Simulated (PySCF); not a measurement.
hydrogen iodide (HI), SMILES I.

Coordinates come from a PBE0-D3(BJ)/def2-TZVPD optimisation. The def2 effective core potentials stand for the cores of I; spin–orbit coupling is left out.

Two levels are set side by side: PBE/def2-TZVPD (PySCF) and r2SCAN/def2-TZVPD (PySCF). Same geometry, gas phase. Differences are taken from unrounded values.

```csv
quantity,r2SCAN
orbital gap (eV),5.63
highest occupied level (eV),-7.08
lowest empty level (eV),-1.45
dipole moment (D),0.47
mean polarisability (bohr³),36.3
```

Task: What does PBE give, and how far is it from r2SCAN? (Estimate from the structure and the level; the computed values follow.)

Result: 
```
quantity                       PBE  PBE minus r2SCAN
---------------------------  -----  ----------------
orbital gap (eV)              5.00             -0.63
highest occupied level (eV)  -6.79              0.29
lowest empty level (eV)      -1.80             -0.34
dipole moment (D)             0.41             -0.06
mean polarisability (bohr³)   37.5               1.2
```

Rough cost on one machine, each run with all the roots and properties that it gave: r2SCAN against PBE about 3 times.
